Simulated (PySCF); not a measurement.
CH9AlO2Si2 (SMILES [CH3][Al]([O][SiH3])[O][SiH3]), singlet, at a GFN2-xTB geometry (such geometries of metal compounds can be far from the true shape). Base run: DF-R2SCAN/3-21G (PySCF).

Here is a job for PySCF.
```python
from pyscf import gto, scf, dft

mol = gto.Mole()
mol.atom = '''
    Al    0.32822742    0.51741072    0.46892231
    C     1.16848016    1.86037234    1.66597219
    H     1.79239289    1.38246890    2.42004864
    H     0.41324739    2.46018410    2.17392398
    H     1.79207614    2.55355308    1.10100796
    O    -0.78572777    0.98862120   -0.69801574
    Si   -1.87081817    1.39148817   -1.84213483
    H    -3.19780629    1.07484934   -1.30942585
    H    -1.56441436    0.61829392   -3.04673104
    H    -1.71333385    2.83047692   -2.07166942
    O     0.70859396   -1.11571406    0.58712668
    Si    1.04257281   -2.70645677    0.66099281
    H    -0.19532967   -3.40007236    1.02218297
    H     2.06855509   -2.86552681    1.69579393
    H     1.53928084   -3.11649754   -0.65385383
'''
mol.basis = '3-21g'
mol.verbose = 4
mol.build()

mf = dft.RKS(mol)
mf.xc = 'r2scan'
mf = mf.density_fit(auxbasis='def2-universal-jkfit')
mf.kernel()
```

The job was repeated with other settings on one machine. Differences are taken from the largest basis of the Pople family in the series, which isn't the basis-set limit (6-311+G(2d,p): -1015.485302 Eh). The cheapest run took roughly 19 core-seconds.

| setting | basis functions | cost, times the cheapest (rough) | difference in total energy (mEh) |
|---|---|---|---|
| STO-3G | 51 | 1 | 12331.63 |
| 3-21G | 84 | 2 | 5627.34 |
| 6-31G** | 141 | 3 | 153.18 |
| 6-311G** | 186 | 4 | 23.39 |
| 6-311+G(2d,p) | 240 | 6 | reference |

Times come from a shared machine, hold the start-up and are rough. Total energies converge more slowly with the basis than energy differences do.
